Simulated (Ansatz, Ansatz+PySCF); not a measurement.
```yaml
atoms:
  - { symbol: P, position_ang: [0.0000, 0.0000, -0.4737] }
  - { symbol: N, position_ang: [0.0000, 0.0000, 1.0150] }
```

Basis set: def2-SVP (spherical functions). Frozen core: 6 orbitals. Charge 0, multiplicity 1.

Computed with Ansatz (development build ahead of 0.2.0); each method stands on the lowest determinant of its kind that the runs found. Restricted open shells among the atoms or ions are ROHF, correlated in semicanonical orbitals with singles. Restricted functionals stand beside restricted open-shell atoms, which can lie above the unrestricted atoms usual in DFT and then raise those values.

**Question.** Give the atomization energy at this shape (free ground-state atoms in the same class of orbitals less the molecule, no zero-point energy) of singlet PN by ωB97X (restricted), ωB97X (unrestricted), r²SCAN (unrestricted), r²SCAN (restricted), PBE0 (restricted), PBE0 (unrestricted), PBE (restricted), PBE (unrestricted), UHF-CCSDT(Q), RHF-CCSD(T), RHF-CCSD, UHF-CCSD(T), UHF-CCSD, RHF-MP2, UHF-MP2, UHF, RHF.

**Answer.**

```
               method  atomization energy
   ωB97X (restricted)        573.6 kJ/mol
 ωB97X (unrestricted)        563.5 kJ/mol
r²SCAN (unrestricted)        553.5 kJ/mol
  r²SCAN (restricted)        560.0 kJ/mol
    PBE0 (restricted)        559.1 kJ/mol
  PBE0 (unrestricted)        555.5 kJ/mol
     PBE (restricted)        636.8 kJ/mol
   PBE (unrestricted)        634.0 kJ/mol
         UHF-CCSDT(Q)        513.4 kJ/mol
          RHF-CCSD(T)        508.7 kJ/mol
             RHF-CCSD        471.6 kJ/mol
          UHF-CCSD(T)        502.0 kJ/mol
             UHF-CCSD        469.1 kJ/mol
              RHF-MP2        552.6 kJ/mol
              UHF-MP2        411.3 kJ/mol
                  UHF        164.5 kJ/mol
                  RHF        142.5 kJ/mol
```

Caution for UHF-CCSDT(Q), UHF-CCSD(T), UHF-CCSD, UHF-MP2: a plain start can end on a higher determinant. Caution for UHF-CCSDT(Q), UHF-CCSD(T), UHF-CCSD, UHF-MP2, UHF: the unrestricted determinant is spin contaminated. Caution for RHF-CCSD(T), RHF-CCSD, RHF-MP2, RHF: an unrestricted determinant lies well below. Caution for UHF-CCSD(T), UHF-MP2: another reference gives a lower total.
